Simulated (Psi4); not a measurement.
F₄MoO, singlet, at a GFN2-xTB geometry (such geometries of metal compounds can be far from the true shape) (core potentials on Mo). Base run: BLYP/def2-TZVP (Psi4).

Geometry (Å):
```xyz
6

Mo     0.0615    -0.0339     0.0579
O      1.1498    -0.6337     1.0837
F     -1.1261     0.6206    -1.0614
F      0.0031     1.5907     0.7851
F      1.0371    -0.2875    -1.4102
F     -1.2231    -1.2024     0.4528
```
All else is at Psi4's defaults (density fitting; Cartesian or spherical functions as each basis is defined).

The base run was repeated with changes; each row names its change, and settings that it needs were set with it.

```csv
change,basis functions,E (Eh),dipole (D),core-seconds (rough)
base,195,-543.15838,0.46,20
basis = def2-SV(P),94,-542.49820,0.53,10
basis = def2-SVP,101,-542.55139,0.40,10
basis = def2-SVPD,149,-542.58489,0.47,20
basis = def2-TZVPP,211,-543.17066,0.40,20
basis = def2-TZVPD,240,-543.16429,0.44,30
```

Totals compare only among sets that treat the same electrons; sets with core potentials leave the core out.
